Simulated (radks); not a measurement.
Results of a calculation; reference values are marked as such.
Valence configurations of W IV (all share [Xe]). Level of theory: Dirac Kohn-Sham, PBE, spin-unpolarised, spherical densities, finite nucleus; open shells fill j = l - 1/2 first; Fermi nuclear charge, rms radius 5.3658 fm (a radial shooting solver on a logarithmic mesh with Libxc functionals). Energies are relative to 4f14 5d3; eigenvalues in eV.

valence           E (eV)  e(4f5/2)  e(4f7/2)  e(5d3/2)  e(5d5/2)  e(6p1/2)
4f14 5d3           0.000   -62.964   -60.723   -31.430         -         -
4f13.5 5d3.5      15.568   -67.662   -65.376   -32.376         -         -
4f12.5 5d4.5      52.985   -77.533   -75.155   -34.297   -33.181         -
4f13 5d3 6p1      44.913   -77.441   -75.107   -36.833         -   -24.050
4f12 5d5          75.016   -82.696   -80.272   -35.272   -34.099         -
4f13 5d3 6s1      38.010   -76.354   -74.020   -35.938         -         -
4f12 5d3 6s2      87.597   -90.650   -88.220   -40.685         -         -
4f14 5d2.5 6s0.5   1.751   -64.801   -62.560   -32.676         -         -
4f12 5d3 6p2      102.42   -92.765   -90.334   -42.430         -   -26.228
4f14 5d1 6p2      22.592   -72.733   -70.486   -38.234         -   -25.262

NIST lists [Xe] 4f14 5d3 as the ground configuration; this level of theory agrees among the configurations tried. The energies are those of spherical spin-averaged densities, not of single terms.
